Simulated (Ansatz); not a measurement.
Ansatz (an electronic-structure program) input (PBE/6-31G**): A basis named .json is the Basis Set Exchange file of that set (core-valence sets with the plain set on hydrogen).

Ansatz 0.2 input:
```yaml
crystal:
  periodic: [false, false, false]
  atoms:
    - {symbol: As, position_ang: [-0.01946706, -0.02930590, 0.05119338]}
    - {symbol: H, position_ang: [-0.57983965, 1.11526124, -0.82569952]}
    - {symbol: H, position_ang: [1.22225249, -0.14816670, -0.86368213]}
basis:
  gaussian:
    orbitals: 6-31G__.json
hamiltonian:
  xc: {name: PBE}
total_charge: -1
magnetization: {spin_polarized: false}
```

Output:

```
Functional definition: PBE
integrals: 0.01 GiB planned
483 factors; their error is unknown
mean field: 0.09 GiB planned
mean field evaluation 1: about -60856.2625 eV, gradient 2.3e1 eV
mean field evaluation 2: about -60855.9853 eV, gradient 2.9e1 eV
mean field evaluation 4: about -60856.6779 eV, gradient 5.0e-1 eV
mean field evaluation 8: about -60856.6244 eV, gradient 1.3e-3 eV
mean field -60856.62437263 eV, -2236.4396955926 hartree, gradient 2.9e-5 eV, S^2 0.000000; 0 other end points of the search recorded, 0 dependent functions left out
reference -60856.62439652 eV, -2236.4396964705 hartree; 18, 18 occupied and 27, 27 virtual orbitals, 483 factors
Total energy: -60856.62439652 eV, -2236.4396964705 hartree
```
